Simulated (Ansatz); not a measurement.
Gas-phase electronic energies from Ansatz, PBE0-D4/def2-TZVP geometries. CBS: MP2 limit from def2 TZ/QZ plus the TZ coupled-cluster correction, frozen cores. Functionals use def2-TZVPP. B3LYP here is the variant with VWN-RPA as its local correlation; programs differ in this. Elements past krypton have def2 core potentials. For I outer-core shells are correlated without core-valence functions, which leaves a few kJ/mol of doubt a bond. Each species was taken in one conformer, which may not be the lowest.

Reaction (ligand exchange at the Si–I bond): `O[SiH](F)I` + `CN[SiH2]O` → `CN([SiH2]O)[SiH](O)F` + HI

CCSD(T)/CBS gives +2.0 kcal/mol.

Task: Another level gave +1.2 kcal/mol. Which?
A. SCS-MP2/def2-TZVPP
B. HF/def2-TZVPP
C. CCSD(T)/def2-TZVPP
D. B3LYP/def2-TZVPP

Result: A. SCS-MP2/def2-TZVPP 1.2, HF/def2-TZVPP 3.0, CCSD(T)/def2-TZVPP -0.3, B3LYP 4.0 kcal/mol.

Largest T1 diagnostic among the species: 0.011.

In def2-TZVPP, CCSD(T) changes the Hartree–Fock value by −3.2 kcal/mol (the triples alone add −0.2 kcal/mol) and MP2 by −1.4 kcal/mol. From PBE to PBE0 (25 % exact exchange), in def2-TZVPP and without D4, ΔE moves by −1.1 kcal/mol.
